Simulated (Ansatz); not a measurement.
CH3BOS (`SB1CO1`). The species carries charge 0 and has multiplicity 1.

```xyz
7

S    -1.947    0.834    0.164
B    -0.322    0.153   -0.001
C     0.891   -0.634    0.420
O     0.698    0.112   -0.864
H    -1.953    1.448   -1.034
H     1.671   -0.204    1.042
H     0.962   -1.708    0.274
```

**Question.** Give the diagnostics of a CCSD(T)/def2-TZVPP run (frozen core, the Gaussian-basis code of Ansatz). (Estimate.)

**Answer.** Computed: T1 = 0.0147, largest single amplitude 0.033, largest double 0.033, (T) share of the correlation energy 4.3 %, 10 CCSD cycles. The RHF solution is stable towards an unrestricted one. T1 lies under the customary mark of 0.02 for closed shells.
